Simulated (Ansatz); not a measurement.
`[F][Ga]([Cl])[Br]` + NH₃ → `[NH2][Ga]([F])[Cl]` + HBr at 400 K and 1 bar (ligand exchange at a Ga–Br bond).

Program: Ansatz. Geometries: PBE0-D4/def2-TZVP. ΔE: electronic, gas phase. CBS: MP2 limit from def2 TZ/QZ plus the TZ coupled-cluster correction, frozen cores. This one scheme is used for every species. For Br, Ga outer-core shells are correlated without core-valence functions, which leaves a few kJ/mol of doubt a bond. Scalar relativity is left out up to krypton. One conformer a species, not always the lowest.

```tsv
species	CCSD(T)/CBS energy (Eh)	H − E (kJ/mol)	S (J/(mol·K))
`[F][Ga]([Cl])[Br]`	-5056.97994	36.2	363.3
NH₃	-56.50880	104.2	203.1
`[NH2][Ga]([F])[Cl]`	-2539.54166	103.4	362.5
HBr	-2573.91920	27.6	207.2
```

H − E and S are ideal-gas, rigid-rotor, harmonic terms from PBE0-D4/def2-TZVP, for one conformer and one mirror image of each species. 1 Eh = 2625.50 kJ/mol, R = 8.31446 J/(mol·K).

By hand: ΔE, ΔH, ΔS and ΔG.

ΔE = (-2539.54166) + (-2573.91920) − (-5056.97994) − (-56.50880) = 0.02788 Eh = 73.2 kJ/mol. Δ(H − E) = 103.4 + 27.6 − 36.2 − 104.2 = -9.4, so ΔH = 63.8 kJ/mol. ΔS = 362.5 + 207.2 − 363.3 − 203.1 = 3.3 J/(mol·K). ΔG = 63.8 − 400 × (3.3)/1000 = 62.5 kJ/mol.

By hand: the equilibrium constant, and the temperature at which ΔG would vanish if ΔH and ΔS stayed fixed.

log₁₀ K = −ΔG/(RT ln 10) = -8.2. ΔG = 0 at ΔH/ΔS = 19333 K, far beyond where these terms or the molecules hold.

The number of gas molecules stays the same, so ΔS is small and ΔH decides. A doubt of 5 kJ/mol in ΔE shifts log₁₀ K by 0.7 here. Other conformers and mirror images would add mixing entropy, several J/(mol·K) or more a flexible species. These are equilibria of isolated gas molecules and say nothing of rates. Largest T1 diagnostic: 0.013 (customary marks: 0.02 for closed shells, 0.045 for open ones).
